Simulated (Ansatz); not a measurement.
The same molecule with X = O, S, Se. Ansatz, PBE0-D4/def2-TZVP geometries, multiplicity 2. Each molecule was computed in one conformer, which needn't be the lowest.

Scalar relativity is left out up to krypton.

```tsv
X	molecule	mean X–H bond length / Å	mean X–Si bond length / Å	size of the dipole moment (PBE/def2-TZVPP) / D	ideal-gas entropy at 298 K and 1 bar (rigid rotor, harmonic PBE0-D4/def2-TZVP) / J/(mol·K)	zero-point energy (PBE0-D4/def2-TZVP) / kJ/mol
S	`S[SiH]Cl`•	1.346	2.132	1.63	310	49.8
Se	`Cl[SiH][SeH]`•	1.469	2.266	0.75	321	47.2
```

(1) Give the row for X = O, `O[SiH]Cl`•. (Estimate.)

Results:

(1) The calculation gave: 
```csv
X,molecule,mean X–H bond length / Å,mean X–Si bond length / Å,size of the dipole moment (PBE/def2-TZVPP) / D,"ideal-gas entropy at 298 K and 1 bar (rigid rotor, harmonic PBE0-D4/def2-TZVP) / J/(mol·K)",zero-point energy (PBE0-D4/def2-TZVP) / kJ/mol
O,`O[SiH]Cl`•,0.959,1.639,1.25,293,61.6
```

From O to Se the mean X–H bond length rises at each step, by 0.510 Å in all; the mean X–Si bond length rises at each step, by 0.627 Å in all; the ideal-gas entropy at 298 K and 1 bar (rigid rotor, harmonic PBE0-D4/def2-TZVP) rises at each step, by 28 J/(mol·K) in all; the zero-point energy (PBE0-D4/def2-TZVP) falls at each step, by 14.4 kJ/mol in all. Bonds lengthen as the atom grows down the group. Dipoles are sizes alone, and their direction can turn along the series.
